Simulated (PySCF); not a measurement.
## Ionisation energy along the 37-electron series

Calculated with PySCF 2.14 and a two-component X2C-1e Hamiltonian (Gaussian nucleus, no Breit or QED terms), each ion in its own even-tempered basis scaled to its charge; GMP2 freezes [Ar] 3d10 and drops the highest virtual spinors. Values in eV. NIST values: (m) measured, (s) semi-empirical, (t) theoretical.

| ion | configuration | GHF (screened spin-orbit) | GMP2 (screened spin-orbit) | NIST |
| --- | --- | --- | --- | --- |
| Ba¹⁹⁺ | [Kr] 4d1 | 519.76 | 520.20 | 520 ± 4 (t) |
| La²⁰⁺ | [Kr] 4d1 | 565.59 | 566.01 | 566 ± 4 (t) |
| Ce²¹⁺ | [Kr] 4d1 | 613.13 | 613.53 | 613 ± 4 (t) |

Between Z = 56 and Z = 58 the GMP2 (screened spin-orbit) value grows as Z to the power 4.70.
